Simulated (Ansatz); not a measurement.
A structure relaxed at PBE0-D4/def2-TZVP, charge 0, multiplicity 1:

| atom | x (Å) | y (Å) | z (Å) |
| --- | --- | --- | --- |
| C1 | 1.773 | -1.365 | 0.127 |
| C2 | 0.656 | -0.386 | 0.066 |
| C3 | 0.536 | 0.700 | 0.830 |
| C4 | -0.664 | 1.559 | 0.625 |
| S5 | -1.734 | 0.555 | -0.417 |
| O6 | -2.666 | -0.143 | 0.426 |
| O7 | -2.207 | 1.312 | -1.542 |
| C8 | -0.451 | -0.601 | -0.918 |
| H9 | 1.401 | -2.364 | 0.376 |
| H10 | 2.276 | -1.447 | -0.842 |
| H11 | 2.512 | -1.076 | 0.875 |
| H12 | 1.272 | 0.961 | 1.583 |
| H13 | -1.214 | 1.780 | 1.542 |
| H14 | -0.452 | 2.492 | 0.098 |
| H15 | -0.879 | -1.606 | -0.881 |
| H16 | -0.160 | -0.371 | -1.946 |

Task: Give its formula and SMILES.

Result: C5H8O2S, `CC1=CCS(=O)(=O)C1`.

Task: Point group (tolerance 0.08 Å, 0.16 Å for H)?

Result: C1.

Task: Summarise the bond lengths by kind.

Result: 4 × C–C 1.333 to 1.497 Å; 8 × C–H 1.085 to 1.095 Å; 2 × C–S 1.798 to 1.800 Å; 2 × O–S 1.436 to 1.437 Å.

Results of the Gaussian-basis code of Ansatz.
